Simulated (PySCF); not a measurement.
B3LYP has the VWN-RPA correlation part, as in Gaussian. Delta-SCF ions had no search for a lower state. Excitations are Tamm–Dancoff values on a coarser integration grid. The basis has no diffuse functions, so Rydberg states are missing or too high.

Cartesian coordinates (Å):
```xyz
12

C      1.5176    -0.4998    -0.2931
C      0.4549     0.5573     0.0208
B     -1.0285     0.0288     0.1058
O     -2.1011     0.8516     0.3631
O     -1.2942    -1.2972    -0.0769
H      1.3207    -0.9808    -1.2522
H      2.5181    -0.0646    -0.3339
H      1.5232    -1.2862     0.4629
H      0.6954     1.0559     0.9686
H      0.4932     1.3576    -0.7294
H     -1.8650     1.7752     0.4838
H     -2.2342    -1.4978     0.0003
```
Charge 0, multiplicity 1.

Estimate the S1 excitation (TDA), vertical ionisation energy (Delta-SCF) and dipole moment that B3LYP-D3(BJ)/def2-TZVP (PySCF) returns for this input.


- S1 excitation (TDA) = 7.80 eV
- vertical ionisation energy (Delta-SCF) = 10.91 eV
- dipole moment = 1.47 D
